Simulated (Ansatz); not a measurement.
Basis sets compared for the cluster Li₃Si₆. Total charge 0; doublet. Geometry PBE0-D4/def2-SVP. Ansatz on 4 threads of AMD EPYC 9R45 on a shared host; times are rough, and most runs start from earlier orbitals.

Cartesian coordinates in Å:
```
Li 2.517 0.244 0.083
Li -0.982 1.318 2.537
Li 1.185 2.626 -1.147
Si 0.590 0.336 -1.933
Si -1.175 -0.832 1.457
Si 0.719 -1.404 -0.167
Si -0.136 1.042 0.268
Si -1.262 -2.719 0.020
Si -1.456 -0.612 -1.118
```

Another isomer (doublet) lies 0.40 eV lower at PBE0-D4/def2-TZVP; other spin states weren't run for this one.

Binding counts from free atoms (Li doublet, Si triplet) in the same basis, without a counterpoise term.

```
           level  functions  energy (Eh)  HOMO (eV)  LUMO (eV)  binding per atom (eV)  wall time
 PBE-D4/def2-SVP        135   -1758.0940      -3.16      -2.58                   2.99      1.8 s
PBE0-D4/def2-SVP        135   -1758.2462      -3.71      -1.97                   2.89      3.1 s
```

Estimate the rows for PBE-D4/def2-TZVP (with forces), PBE0-D4/def2-TZVP.


| level | functions | energy (Eh) | HOMO (eV) | LUMO (eV) | binding per atom (eV) | wall time |
| --- | --- | --- | --- | --- | --- | --- |
| PBE-D4/def2-TZVP (with forces) | 264 | -1758.7130 | -3.18 | -2.62 | 2.99 | 3.6 s |
| PBE0-D4/def2-TZVP | 264 | -1758.8593 | -3.71 | -2.04 | 2.91 | 9 s |
